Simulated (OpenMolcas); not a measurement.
Br2+: Slater's ratio, worked from levels

```json
{
 "Program": "OpenMolcas",
 "Basis": "ANO-R1 [5s4p3d1f]",
 "Scalar Hamiltonian": "X2C, finite nucleus",
 "Active space": "3 electrons in 3 orbitals (4p)",
 "State averaging": "2S+1 = 4 odd, 1 root; 2S+1 = 2 odd, 8 roots",
 "Spin-orbit coupling": "RASSI with atomic mean-field integrals over the reference wave functions, term energies averaged over their components"
}
```

Methods: CASSCF; SS-CASPT2, IPEA 0.25 Eh, imaginary shift 0.1 Eh (closed shells correlated: 3d 4s).

**Slater's ratio.** With one set of orbitals, p3 has 2D* - 4S* = 9 F2 and 2P* - 2D* = 6 F2 (F2 = F²/25), a ratio of 2/3. Term energies are centres of gravity, weighted by 2J + 1.

```
   Source  2D* - 4S*  2P* - 4S*  F2 from the first  Ratio
   CASSCF      20154      34581               2239  0.716
SS-CASPT2      18589      31439               2065  0.691
```

Energies in cm-1. A ratio away from 2/3 shows effects beyond one configuration with one set of orbitals, and in heavier atoms second-order spin-orbit shifts.

CASPT2 breaks the degeneracy within a term, and the mean is taken; among the terms shown or strongly mixed into the levels shown the widest spread is 190 cm-1 (4s2 4p3 2D*, SS-CASPT2). With the s shell closed, the reference lacks s² → p² mixing. Only configurations of the active space appear.

* marks odd parity.
